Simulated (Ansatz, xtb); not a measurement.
## C4H11NSi: which of two isomers lies lower

We compare a, `NC1([SiH3])CCC1`, a singlet, with b, `N[C@@H]1CC[C@H]1[SiH3]`, a singlet. Both are isolated molecules in the gas phase, relaxed with PBE-D3(BJ)/def2-SVP; the shapes shown needn't be the lowest conformers.

a (Å):

```yaml
atoms:
  - { symbol: C, position_ang: [-0.8162, -0.5772, -1.7303] }
  - { symbol: C, position_ang: [-0.0354, -1.3636, -0.6352] }
  - { symbol: C, position_ang: [0.0958, -0.0511, 0.1766] }
  - { symbol: C, position_ang: [-1.0586, 0.5390, -0.6708] }
  - { symbol: N, position_ang: [-2.0330, -1.2407, -2.2150] }
  - { symbol: Si, position_ang: [0.3025, -0.0032, -3.1777] }
  - { symbol: H, position_ang: [-1.7843, -2.0493, -2.8032] }
  - { symbol: H, position_ang: [-2.5612, -0.6049, -2.8301] }
  - { symbol: H, position_ang: [1.5746, 0.6888, -2.7485] }
  - { symbol: H, position_ang: [0.6719, -1.2061, -4.0097] }
  - { symbol: H, position_ang: [-0.4839, 0.9443, -4.0492] }
  - { symbol: H, position_ang: [-0.7325, -2.0788, -0.1508] }
  - { symbol: H, position_ang: [0.8901, -1.9050, -0.9226] }
  - { symbol: H, position_ang: [-0.0559, -0.1121, 1.2718] }
  - { symbol: H, position_ang: [1.0592, 0.4635, -0.0131] }
  - { symbol: H, position_ang: [-0.9954, 1.6008, -0.9882] }
  - { symbol: H, position_ang: [-2.0471, 0.3656, -0.1965] }
```

b (Å):

```xyz
17

C     0.4099   -0.3340   -1.9539
C     0.9220   -0.9672   -0.6378
C    -0.4780   -0.7433   -0.0143
C    -1.0647   -0.6176   -1.4519
N     0.9313   -0.8530   -3.1915
Si   -2.4250    0.6370   -1.8369
H     0.5310   -0.3588   -3.9986
H     0.6785   -1.8443   -3.2988
H     0.5975    0.7630   -1.9362
H     1.1261   -2.0481   -0.7917
H     1.8072   -0.5100   -0.1514
H    -0.8904   -1.5420    0.6326
H    -0.5322    0.2151    0.5428
H    -1.3662   -1.6223   -1.8244
H    -3.7513    0.2621   -1.2272
H    -2.6153    0.7600   -3.3290
H    -2.0222    1.9879   -1.3012
```

Quicker runs give these differences E(b) − E(a): GFN2-xTB −1.7 kcal/mol; HF/STO-3G −4.6 kcal/mol (at GFN2-xTB geometries); r2SCAN-D4/def2-SVP −2.9 kcal/mol (at GFN2-xTB geometries).

Q: Estimate E(b) − E(a) at the level CCSD(T)/def2-SVP + ΔMP2/def2-TZVPP.

A: Calculated at CCSD(T)/def2-SVP + ΔMP2/def2-TZVPP: E(b) − E(a) = −3.1 kcal/mol, so structure b lies lower.

Level by level:

```
                             level             geometry  E(b) − E(a) (kcal/mol)  departure from the last row (kcal/mol)  job, with rough time for the two
                          GFN2-xTB             GFN2-xTB                      −1.7                                    +1.4               optimisation, 0.8 s
                         HF/STO-3G             GFN2-xTB                      −4.6                                    −1.5               single point, 1.4 s
                r2SCAN-D4/def2-SVP             GFN2-xTB                      −2.9                                    +0.2                single point, 12 s
               PBE-D3(BJ)/def2-SVP  PBE-D3(BJ)/def2-SVP                      −2.5                                    +0.6             optimisation, 1.7 min
                       HF/def2-SVP  PBE-D3(BJ)/def2-SVP                      −4.9                                    −1.8           part of the CCSD(T) run
                      MP2/def2-SVP  PBE-D3(BJ)/def2-SVP                      −2.8                                    +0.3           part of the CCSD(T) run
                  CCSD(T)/def2-SVP  PBE-D3(BJ)/def2-SVP                      −2.8                                    +0.3                      single point
CCSD(T)/def2-SVP + ΔMP2/def2-TZVPP  PBE-D3(BJ)/def2-SVP                      −3.1                                                     single point, 4.1 min
```

As drawn, both hold the same kinds of bond in the same numbers.

None of the levels shown reverses the order. The largest departure from CCSD(T)/def2-SVP + ΔMP2/def2-TZVPP is that of HF/def2-SVP, 1.8 kcal/mol. The last row adds to CCSD(T) the change of the MP2 difference between the two basis sets, here −0.3 kcal/mol.

With thermal terms from frequencies at re-optimised GFN2-xTB minima (ideal gas, soft modes damped towards free rotors, one conformer each, 298.15 K, 1 atm): on the last row, ΔE + ΔZPE = −2.9, ΔH = −2.9, ΔG = −3.3 kcal/mol.

The correlated steps freeze 10 core orbitals. Mirror images aren't counted in ΔG. Run with Ansatz 0.2.0, xtb 6.7.1; the last row on 2 threads of AMD EPYC (Zen 3) on a shared host.
